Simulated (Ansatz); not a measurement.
Two isomers of C2H5NSi: A = `C[SiH2]C#N`, B = `C#CN[SiH3]`.

Isolated molecules relaxed with PBE0-D4/def2-TZVP in Ansatz; ΔE leaves out vibrations. CCSD(T)/CBS is the MP2 limit (def2-TZVPP, def2-QZVPP) plus CCSD(T) − MP2 in def2-TZVPP, frozen cores. DFT in def2-TZVPP. B3LYP here is the variant with VWN-RPA as its local correlation; programs differ in this.

Task: Which isomer does CCSD(T)/CBS put lower? Give the gap. (Estimate.)

Result: Ansatz gave: A, by 42.0 kcal/mol.

Task: Give E(B) − E(A) in kcal/mol with B3LYP-D4, CCSD(T)/def2-SVP, B2PLYP, B3LYP, CCSD(T)/def2-TZVPP, BLYP-D4, PBE-D4. (Best estimate.)

Result: Ansatz gave: B3LYP-D4 39.3, CCSD(T)/def2-SVP 44.9, B2PLYP 41.6, B3LYP 39.6, CCSD(T)/def2-TZVPP 43.9, BLYP-D4 39.7, PBE-D4 39.4. None reverses the order clearly.

Task: Does the order hold for the free energy at 298.15 K (harmonic terms from PBE0-D4)? (An estimate is asked.)

Result: Computed: Yes: G(B) − G(A) = +40.3 kcal/mol.

Largest T1 diagnostic: 0.012.

At CCSD(T), def2-SVP lies +2.9 kcal/mol from the extrapolated value and def2-TZVPP +1.9 kcal/mol. From r2SCAN to r2SCAN0 (25 % exact exchange), in def2-TZVPP and without D4, E(B) − E(A) moves by −0.8 kcal/mol.
